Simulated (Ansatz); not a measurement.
This geometry of C₂H₉FSi₂ (14 atoms, charge 0, multiplicity 1) is a first-order saddle point.

All numbers below come from RKS PBE0/def2-SVP (Ansatz 0.2.0).

```xyz
14
Properties=species:S:1:pos:R:3
C -1.189 0.363 0.990
C 0.166 0.263 0.276
F 1.102 1.090 0.951
Si 0.099 0.957 -1.501
Si 0.906 -1.493 0.377
H -1.052 1.055 1.835
H -1.544 -0.595 1.402
H -1.993 0.770 0.357
H 1.454 0.918 -2.123
H -0.847 0.135 -2.317
H -0.391 2.367 -1.446
H 1.022 -1.882 1.815
H 2.253 -1.525 -0.264
H -0.002 -2.453 -0.324
```

Which two structures does it join? (They come from a converged band through this point; their orientation in space is the band's.)

No bond is made or broken. The dihedral H8–C1–C2–Si4 goes from 64 to -56°. The two ends are copies of one structure, up to a mirror image or an exchange of like atoms.

Initial state:

```xyz
14
Properties=species:S:1:pos:R:3
C -1.149 0.330 1.040
C 0.183 0.213 0.318
F 1.165 0.862 1.105
Si 0.185 1.142 -1.353
Si 0.772 -1.600 0.173
H -1.428 1.386 1.184
H -1.101 -0.143 2.034
H -1.951 -0.161 0.467
H 1.545 1.086 -1.964
H -0.801 0.509 -2.283
H -0.200 2.565 -1.112
H 0.833 -2.195 1.542
H 2.124 -1.647 -0.457
H -0.192 -2.377 -0.666
```

Final state:

```xyz
14
Properties=species:S:1:pos:R:3
C -1.166 0.392 0.999
C 0.167 0.273 0.281
F 1.099 1.107 0.946
Si 0.088 0.937 -1.510
Si 0.896 -1.491 0.394
H -1.073 0.081 2.052
H -1.928 -0.243 0.521
H -1.529 1.432 0.986
H 1.446 0.894 -2.127
H -0.849 0.096 -2.318
H -0.408 2.345 -1.478
H 1.013 -1.870 1.834
H 2.242 -1.527 -0.248
H -0.011 -2.454 -0.304
```

How far does it lie above each of them?

3.0 kcal/mol above the first and 3.0 kcal/mol above the second. This is the barrier of this one path; another mechanism may lie lower.

The run took 2.3 min on 2 threads of Arm Neoverse V1, on a shared host, peak memory 0.3 GiB.
